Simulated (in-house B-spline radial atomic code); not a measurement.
Configurations of the europium ion Eu⁶⁺, with energies counted from [Kr] 4d10 4f5 5s2 5p4. Level of theory: scalar-relativistic (X2C) B97-1, spin-polarised, spherical fractional occupations, exact exchange averaged over the configuration, Fermi nucleus of rms radius 5.1115 fm; calculated with a B-spline radial code for spherical atoms. Shells without spins written out take the highest spin.

Occupations are held fixed; configurations that lie above the ionisation limit could autoionise.

```csv
configuration,E - E(ref) (eV),highest orbital,its <r> (bohr)
[Kr] 4d10 4f5 5s2 5p3 6s1,41.587,6s up,2.524
[Kr] 4d10 4f5 5s2 5p3 6d1,61.22,6d up,3.411
[Kr] 4d9 4f5 5s2 5p4 6p1,179.92,6p up,2.79
[Kr] 4d9 4f5 5s2 5p4 6d1,191.42,6d up,3.374
```

Order these further configurations by energy, lowest first.
A. [Kr] 4d10 4f4 5s2 5p4 6s1
B. [Kr] 4d10 4f4 5s2 5p4 5d1
C. [Kr] 4d10 4f4 5s2 5p4 6d1
D. [Kr] 4d10 4f4 5s2 5p4 6p1

B (26.113 eV), A (40.392 eV), D (48.787 eV), C (60.261 eV).
